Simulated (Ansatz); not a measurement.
Relaxation of ClFH₆Si₃ (11 atoms, charge 0, multiplicity 1), to a largest force component of 0.02 eV/Å in at most 40 steps.

Level of theory: Ansatz, RKS r2SCAN/STO-3G.

```xyz
11
Properties=species:S:1:pos:R:3
Si 0.000 0.000 0.000
F 0.000 0.000 1.590
Si 2.094 0.000 -0.739
H 2.551 -1.376 -0.908
H 2.157 0.694 -2.022
H 2.951 0.682 0.226
Cl -1.003 1.738 -0.709
Si -1.046 -1.812 -0.739
H -1.703 -2.485 0.377
H -2.045 -1.427 -1.731
H -0.078 -2.717 -1.351
```

Where does it end, and by what steps?

The forces met the threshold. The force dipped under the threshold on the way, but the program's further checks kept it going. Limits of this set-up: minimal basis. After 27 steps the energy has fallen by 0.246 eV; H9 moved furthest, 1.02 Å.

```csv
step,energy less start (eV),largest force component (eV/Å),accepted
0,0.0000,2.207,yes
1,-0.1348,0.469,yes
2,-0.2101,0.170,yes
3,-0.2168,0.052,yes
4,-0.2212,0.052,yes
5,-0.2244,0.036,yes
6,-0.2229,0.264,no
7,-0.2268,0.082,yes
8,-0.2290,0.090,yes
9,-0.2293,0.174,yes
10,-0.2313,0.143,yes
11,-0.2345,0.013,yes
12,-0.2361,0.177,yes
13,-0.2380,0.099,yes
14,-0.2402,0.026,yes
15,-0.2380,0.230,no
16,-0.2368,0.167,no
17,-0.2409,0.021,yes
18,-0.2425,0.061,yes
19,-0.2430,0.102,yes
20,-0.2437,0.077,yes
21,-0.2447,0.008,yes
22,-0.2453,0.024,yes
23,-0.2445,0.145,no
24,-0.2457,0.031,yes
25,-0.2458,0.045,yes
26,-0.2459,0.029,yes
27,-0.2460,0.013,yes
```

```xyz
11
Properties=species:S:1:pos:R:3
Si 0.125 -0.214 0.136
F 0.282 -0.448 1.756
Si 2.155 0.141 -0.838
H 2.977 -1.042 -0.697
H 1.977 0.404 -2.248
H 2.842 1.258 -0.230
Cl -0.970 1.624 -0.039
Si -1.172 -1.836 -0.802
H -2.432 -1.969 -0.105
H -1.428 -1.514 -2.188
H -0.479 -3.105 -0.751
```

Whether the end is a true minimum wasn't checked by a vibrational analysis.

Time of the run: 87 s on 1 thread of Intel(R) Xeon(R) Platinum 8488C (Sapphire Rapids), on a shared host, peak memory 0.17 GiB.
